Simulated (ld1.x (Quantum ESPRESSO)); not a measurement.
# An all-electron radial function and its pseudo partner (chromium)

Columns: radius, all-electron u(r) and pseudo u(r) of the 3p shell (level -45.44 eV) of chromium in the configuration [Ne] 3s2 3p6 3d5 4s1 4p0; PBE, scalar-relativistic, ultrasoft scheme, ld1.x (Quantum ESPRESSO) 7.5.

```
r (bohr)  all-electron   pseudo
   0.132        0.5492  -0.0397
   0.265        0.2900  -0.1519
   0.398       -0.3105  -0.3141
   0.530       -0.7774  -0.4934
   0.663       -1.0265  -0.6588
   0.795       -1.0954  -0.7800
   0.928       -1.0522  -0.8416
   1.060       -0.9518  -0.8395
   1.193       -0.8283  -0.7832
   1.325       -0.7038  -0.6920
   1.458       -0.5871  -0.5860
   1.590       -0.4845  -0.4846
   1.723       -0.3957  -0.3957
   1.855       -0.3216  -0.3216
   1.988       -0.2596  -0.2596
   2.120       -0.2091  -0.2091
   2.252       -0.1679  -0.1679
   2.385       -0.1343  -0.1343
   2.518       -0.1071  -0.1071
   2.650       -0.0855  -0.0855
   2.782       -0.0682  -0.0682
   2.915       -0.0542  -0.0542
   3.048       -0.0430  -0.0430
   3.180       -0.0342  -0.0342
   3.312       -0.0271  -0.0271
   3.445       -0.0215  -0.0215
```

Question: How many radial nodes do the two functions have?

Answer: The all-electron 3p function has n − l − 1 = 1; the pseudo-wave has 0, since the states of the same l below it are removed with the core.

Question: At about which radius was the pseudo-wave matched?

Answer: 1.70 bohr, where the columns begin to agree (steps of 0.13 bohr).

Question: Is the pseudo-wave norm-conserving?

Answer: No, it belongs to an ultrasoft set: the norm inside the radius is not constrained, and the difference is carried by the augmentation charge.
